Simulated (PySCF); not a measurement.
```xyz
3
charge 0 multiplicity 1, angstrom
Ga    0.0000    0.0000   -0.9103
O     0.0000    0.0000   -2.5552
Br    0.0000    0.0000    1.3128
```

All numbers come from PySCF, PBE0, basis Ga def2-TZVP, O def2-TZVP, Br def2-TZVP (no relativity, density fitting).

This geometry of GaOBr is a stationary point at this level.

(1) What is the point group?

(2) Is it a minimum?

(3) Which band is strongest in the infrared?

(4) What are the dipole moment and the gap between the highest occupied and lowest empty levels?

Results:

(1) C∞v.

(2) Yes: all harmonic wavenumbers are real.

(3) 952 cm⁻¹ (σ+), 62 km/mol.

(4) 3.80 D and 5.55 eV.

Other isomers or separated fragments may lie lower.
